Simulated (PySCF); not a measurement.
Se(F)(SiH3) (FH3SeSi), SMILES [SiH3][Se]F. Geometry: PBE-D3(BJ)/def2-TZVP.

Q: Give the equilibrium geometry at PBE-D3(BJ)/def2-TZVP (PySCF confirms it by a frequency run) as bond lengths and angles, and its point group. (Estimate from the structure and the level; the computed values follow.)

A: point group Cs.
Atoms: Se1 F2 Si3 H4 H5 H6. Bonded distances (Å): Se1–F2 1.800, Se1–Si3 2.297, Si3–H4 1.492, Si3–H5 1.492, Si3–H6 1.496. Angles (°): F2–Se1–Si3 96.9, Se1–Si3–H4 111.7, Se1–Si3–H5 111.7, Se1–Si3–H6 100.8, H4–Si3–H5 110.4, H4–Si3–H6 111.0, H5–Si3–H6 111.0.
Charge 0, spin multiplicity 1.
